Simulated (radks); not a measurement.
Coulomb parameter of the 3d shell of the vanadium ion V+ in the model configuration [Ar] 3d3 4s1, as a second difference U = [E(n + 0.5) + E(n - 0.5) - 2 E(n)] / (0.5)^2 with all orbitals relaxed. "Bare": the charge of the atom changes with n. "Screened": the 4s shell takes up the change at fixed total charge, which measures U(3d,3d) + U(4s,4s) - 2 U(3d,4s). Method: scalar-relativistic Kohn-Sham, LDA (Slater exchange, Perdew-Wang correlation), spin-unpolarised, spherical densities, point nucleus; computed with a radial shooting solver on a logarithmic mesh with Libxc functionals.

start: configuration [Ar] 3d3 4s1; E - E(n) (eV) 0.000
bare +0.5: configuration [Ar] 3d3.5 4s1; E - E(n) (eV) -4.991
bare -0.5: configuration [Ar] 3d2.5 4s1; E - E(n) (eV) 8.083
screened +0.5: configuration [Ar] 3d3.5 4s0.5; E - E(n) (eV) -0.561
screened -0.5: configuration [Ar] 3d2.5 4s1.5; E - E(n) (eV) 1.241

U(bare) = 12.368 eV, U(screened by 4s) = 2.720 eV, against the Slater integral F0(3d,3d) = 18.402 eV with frozen orbitals.
